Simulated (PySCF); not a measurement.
**Telling isomers of C$_{3}$F$_{6}$O apart by NMR**

All values are calculated (PySCF): σ from GIAO-PBE0/pcSseg-1, B3LYP/pcJ-1 coupling constants, coordinates at the GFN2-xTB level. Rapidly exchanging positions averaged, no solvent model, relativity neglected, one computed conformer.

References, each an isolated molecule treated in the same way: TMS for ¹H and ¹³C. Multiplet labels drop J under 1 Hz and among equivalent protons, and merge close values. Unscaled 3J(H,H) run several per cent high. Splittings of carbon signals by F and P are missing where no couplings were computed. Where no couplings were computed, multiplicities follow the n + 1 count of equivalent neighbours, and m marks all less simple cases (inequivalent or close neighbours, rings, F or P nearby). One-bond C–F couplings are unscaled and too large by tens of Hz. Shifts are as computed. Against solution values, carbons near 30 ppm lie about +3 ppm off and those near 130 ppm about +5 ppm. Of 1211 compounds with measured shifts, 218 miss one by over three times the rms of a fit or turn the order of signals round; such compounds aren't used in these exercises.

(1) Tabulate the signals of `O=C(C(F)(F)F)C(F)(F)F`, `O=C(F)C(F)(F)C(F)(F)F` and their relative energies.

(2) What is the quickest way to tell O=C(C(F)(F)F)C(F)(F)F from O=C(F)C(F)(F)C(F)(F)F?

## Answers

(1) 
```tsv
SMILES	carbon types	δC	δH	E rel. (kcal/mol)
O=C(C(F)(F)F)C(F)(F)F	3×C	183.2, 123.8	–	5.3
O=C(F)C(F)(F)C(F)(F)F	3×C	159.3, 127.2, 114.3	–	0.0
```

Energies are electronic energies at PBE0/pcSseg-1 on these geometries, without zero-point or thermal terms, each for the one conformer computed, which needn't be the lowest.

(2) Count the carbon signals: 2 against 3. The first has a ketone carbonyl carbon (C) at 183.2 ppm, the second a carbonyl carbon (C) at 159.3 ppm.
